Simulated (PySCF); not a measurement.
C4H10Si, SMILES C(CC[SiH3])=C, singlet (GFN2-xTB optimised geometry):

```
15

C      2.325    -1.692    -0.945
C      1.594    -1.156     0.015
C      1.060     0.240     0.000
C     -0.472     0.240     0.000
Si    -1.214     1.990     0.000
H      2.609    -1.130    -1.820
H      2.674    -2.710    -0.899
H      1.318    -1.744     0.882
H      1.418     0.771     0.887
H      1.431     0.768    -0.881
H     -0.825    -0.313     0.873
H     -0.820    -0.313    -0.875
H     -2.674     1.891     0.008
H     -0.760     2.708     1.194
H     -0.771     2.710    -1.196
```

Level of theory: B3LYP/def2-TZVP (PySCF).

Question: What are the frontier orbital energies and the dipole moment?

Answer: HOMO-2 -9.28 eV, HOMO-1 -8.40 eV, HOMO -7.20 eV, LUMO 0.01 eV, LUMO+1 0.59 eV; dipole moment 0.37 D.

Meta-Löwdin charges at B3LYP/def2-TZVP: C1 -0.27, C2 -0.09, C3 -0.18, C4 -0.42, Si5 0.52, H6 0.11, H7 0.12, H8 0.11, H9 0.11, H10 0.10, H11 0.11, H12 0.12, H13 -0.10, H14 -0.11, H15 -0.11.
